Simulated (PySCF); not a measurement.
## Working out the ionisation energy of Mn

Mn [Ar] 3d5 4s2 (6S) → Mn⁺ [Ar] 3d5 4s1 (7S). Calculation: PySCF 2.14, in aug-cc-pwCVTZ-DK; scalar relativity by spin-free X2C-1e. Frozen: nothing. Energies in hartree (1 hartree = 27.21139 eV):

```tsv
part	Mn (lower)	Mn⁺ (upper)
UHF	-1157.383732	-1157.162432
MP2 opposite-spin	-0.498213	-0.460547
MP2 same-spin	-0.268607	-0.264220
```

**Question.** What does Hartree-Fock give?

**Answer.** (-1157.162432) − (-1157.383732) = 0.221300 hartree = 6.022 eV.

**Question.** What do MP2 and SCS-MP2 (6/5 opposite-spin, 1/3 same-spin) give?

**Answer.** The opposite-spin parts differ by 1.025 eV and the same-spin parts by 0.119 eV. MP2: 6.022 + (1.025) + (0.119) = 7.166 eV. SCS-MP2: 6.022 + 1.2 × (1.025) + (0.119)/3 = 7.292 eV.

Measured between the centres of the two terms (NIST): 7.434 eV, so MP2 (all electrons) is off by -0.268 eV.

What remains against the reference includes basis incompleteness and correlation beyond second order.
